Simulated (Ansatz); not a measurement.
Ansatz (a quantum-chemistry and plane-wave program) input (CCSD(T)/def2-SVPD):

Ansatz 0.2 input:
```yaml
crystal:
  periodic: [false, false, false]
  atoms:
    - {symbol: Cs, position_ang: [-0.00000000, -0.00000000, -2.00479487]}
    - {symbol: I, position_ang: [0.00000000, 0.00000000, 2.08044750]}
basis:
  gaussian:
    orbitals: def2-SVPD
total_charge: 1
magnetization: {spin_polarized: true, initial_magnetization: 1}
correlation: {method: ccsd_t, electrons: outside_noble_gas}
output: {forces: true}
```

End of the output:

```
mean field evaluation 2: about -8608.5881 eV, gradient 1.0e1 eV
mean field evaluation 4: about -8609.2066 eV, gradient 5.4e-1 eV
mean field evaluation 8: about -8609.2120 eV, gradient 2.8e-4 eV
mean field evaluation 16: about -8609.1907 eV, gradient 5.3e-1 eV
mean field evaluation 32: about -8608.9628 eV, gradient 3.8e-1 eV
mean field evaluation 64: about -8608.9820 eV, gradient 3.6e0 eV
mean field evaluation 96: about -8608.3270 eV, gradient 6.8e0 eV
mean field evaluation 128: about -8609.2120 eV, gradient 3.1e-2 eV
mean field evaluation 160: about -8608.9510 eV, gradient 1.8e-1 eV
mean field -8609.21200353 eV, -316.3827055964 hartree, gradient 5.8e-6 eV, S^2 0.756697; 9 other end points of the search recorded, 0 dependent functions left out
determinant -8609.21200353 eV, -316.3827055964 hartree, with singles and doubles -8611.79974432 eV, -316.4778033161 hartree
determinant -8608.96430178 eV, -316.3736027247 hartree, with singles and doubles -8611.56207841 eV, -316.4690692551 hartree
determinant -8609.21200353 eV, -316.3827055964 hartree, with singles and doubles -8611.80821815 eV, -316.4781147236 hartree
determinant -8608.96430178 eV, -316.3736027247 hartree, with singles and doubles -8611.57074147 eV, -316.4693876168 hartree
13 core orbitals not correlated, not the lowest: weight in the atoms' cores, before any rotation towards them, 0.995 or more for the frozen orbitals, at most 0.005 for the correlated occupied ones
reference -8609.21200353 eV, -316.3827055964 hartree; 4, 3 occupied and 45, 46 virtual orbitals, 692 factors
densities: 0.21 GiB planned
second order -2.23675153 eV of doubles, -0.00000000 eV of singles
coupled cluster: 0.16 GiB planned
cycle   1  -2.59621438 eV  change    2.3e-7 eV  update   2.4e-6
cycle   2  -2.59621439 eV  change   -1.1e-8 eV  update   1.4e-6
cycle   3  -2.59621441 eV  change   -1.3e-8 eV  update   7.4e-7
cycle   4  -2.59621443 eV  change   -2.4e-8 eV  update   1.6e-7
cycle   5  -2.59621441 eV  change    1.8e-8 eV  update   5.8e-8
perturbative correction -0.03847981 eV, -0.0014141069 hartree
the calculation of the forces begins
Total energy: -8611.84669776 eV, -316.4795288232 hartree
Atom 0 at    -0.000000    -0.000000    -2.004795 Å, force     0.000000    -0.000000    -0.077920 eV/Å
Atom 1 at     0.000000     0.000000     2.080448 Å, force    -0.000000    -0.000000     0.077920 eV/Å
Dipole moment:    -0.000000     0.000000    -1.688063 e Å
```
